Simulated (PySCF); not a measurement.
Isomers of C6H7Cl2NSi, mass 190.972 u with the commonest isotopes. Method used: PBE0/pcSseg-1 in PySCF (dipole) on a GFN2-xTB geometry, gas phase. One conformer each, none proved a minimum here; rigid rotors.

**Question.** Order these by out-of-plane moment Σ m c² = (Ia + Ib − Ic)/2, largest first.
A. `[Cl:1][CH2:2][SiH2:3][c:4]1[n:5][cH:6][cH:7][cH:8][c:9]1[Cl:10]` with Cl1–C2–Si3–C4 180°, C2–Si3–C4–N5 0°
B. `[N:1]#[C:2][CH2:3][Si@@H:4]([Cl:5])[C:6]1=[C:7]([Cl:8])[CH2:9][CH2:10]1` with C2–C3–Si4–Cl5 -175°, C3–Si4–C6–C7 -16°
C. `[Cl:1][CH:2]([Cl:3])[SiH2:4][c:5]1[cH:6][cH:7][cH:8][cH:9][n:10]1` with Cl1–C2–Si4–C5 -66°, C2–Si4–C5–C6 135°

**Answer.** B (133.73 u·Å²), C (107.17 u·Å²), A (4.51 u·Å²).

**Question.** Order these by rotational constant B, smallest first.
A. `[Cl:1][CH:2]([Cl:3])[SiH2:4][c:5]1[cH:6][cH:7][cH:8][cH:9][n:10]1` with Cl1–C2–Si4–C5 -66°, C2–Si4–C5–C6 135°
B. `[N:1]#[C:2][CH2:3][Si@@H:4]([Cl:5])[C:6]1=[C:7]([Cl:8])[CH2:9][CH2:10]1` with C2–C3–Si4–Cl5 -175°, C3–Si4–C6–C7 -16°
C. `[Cl:1][CH2:2][SiH2:3][c:4]1[n:5][cH:6][cH:7][cH:8][c:9]1[Cl:10]` with Cl1–C2–Si3–C4 180°, C2–Si3–C4–N5 0°

**Answer.** A (433.8 MHz), C (451.3 MHz), B (693.6 MHz).

**Question.** Order these by rotational constant C, largest first.
A. `[Cl:1][CH:2]([Cl:3])[SiH2:4][c:5]1[cH:6][cH:7][cH:8][cH:9][n:10]1` with Cl1–C2–Si4–C5 -66°, C2–Si4–C5–C6 135°
B. `[Cl:1][CH2:2][SiH2:3][c:4]1[n:5][cH:6][cH:7][cH:8][c:9]1[Cl:10]` with Cl1–C2–Si3–C4 180°, C2–Si3–C4–N5 0°
C. `[N:1]#[C:2][CH2:3][Si@@H:4]([Cl:5])[C:6]1=[C:7]([Cl:8])[CH2:9][CH2:10]1` with C2–C3–Si4–Cl5 -175°, C3–Si4–C6–C7 -16°

**Answer.** C (502.1 MHz), A (414.7 MHz), B (348.3 MHz).

```json
{"SMILES": "N#CC[Si@@H](Cl)C1=C(Cl)CC1", "point group": "C1", "Ia (u·Å²)": "545.33", "Ib (u·Å²)": "728.63", "Ic (u·Å²)": "1006.49", "κ": "-0.10", "μa (D)": "1.40", "μb (D)": "2.69", "μc (D)": "0.26"}
{"SMILES": "ClC(Cl)[SiH2]c1ccccn1", "point group": "C1", "Ia (u·Å²)": "268.08", "Ib (u·Å²)": "1164.91", "Ic (u·Å²)": "1218.64", "κ": "-0.97", "μa (D)": "4.11", "μb (D)": "0.71", "μc (D)": "0.56"}
{"SMILES": "ClC[SiH2]c1ncccc1Cl", "point group": "Cs", "Ia (u·Å²)": "339.91", "Ib (u·Å²)": "1119.91", "Ic (u·Å²)": "1450.81", "κ": "-0.82", "μa (D)": "4.19", "μb (D)": "1.49", "μc (D)": "0.00"}
```
